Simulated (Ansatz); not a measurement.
CH₈OSSi₂ (`CO[SiH2]S[SiH3]`), 13 atoms. The species carries charge 0 and has multiplicity 1. All runs use 4 threads of a server CPU on a shared host. Correlated methods freeze the cores.

How many basis functions does each run have, and how long does it take in Ansatz? RKS ωB97M-V/def2-QZVPP energy; RKS PBE0-D4/def2-TZVP relaxation (10 steps); RKS B2PLYP (frozen core)/def2-TZVPP energy; direct RPA on PBE orbitals/def2-TZVPP energy; RKS PBE0-D4/def2-TZVP frequencies; RKS SPW92/def2-TZVPP energy; RHF-CCSD(T)/def2-SVP energy; RKS ωB97M-V/def2-SVP energy; RKS PBE0-D4/def2-SVP energy; RHF-CCSD(T)/def2-TZVPP energy; RKS PBE-QIDH (frozen core)/def2-TZVPP energy; RKS ωB97X-V/def2-TZVPP energy. (An estimate is asked.)

The calculation gave: Other jobs shared the machine, so times are rough.

```
                                level                    job  functions  wall time  peak host memory (GiB)
                 RKS PBE0-D4/def2-SVP                 energy        122      1.4 s                    0.27
                 RKS SPW92/def2-TZVPP                 energy        300      1.8 s                    0.48
                 RKS ωB97M-V/def2-SVP                 energy        122      6.5 s                    0.42
                 RHF-CCSD(T)/def2-SVP                 energy        122        7 s                    0.62
  RKS B2PLYP (frozen core)/def2-TZVPP                 energy        300      7.5 s                    0.91
direct RPA on PBE orbitals/def2-TZVPP                 energy        300      7.5 s                    0.82
RKS PBE-QIDH (frozen core)/def2-TZVPP                 energy        300        8 s                    0.91
               RKS ωB97X-V/def2-TZVPP                 energy        300       11 s                     1.2
               RKS ωB97M-V/def2-QZVPP                 energy        564       32 s                     2.9
                RKS PBE0-D4/def2-TZVP  relaxation (10 steps)        221       46 s                     0.7
                RKS PBE0-D4/def2-TZVP            frequencies        221    3.7 min                    0.69
               RHF-CCSD(T)/def2-TZVPP                 energy        300    4.9 min                     9.2
```
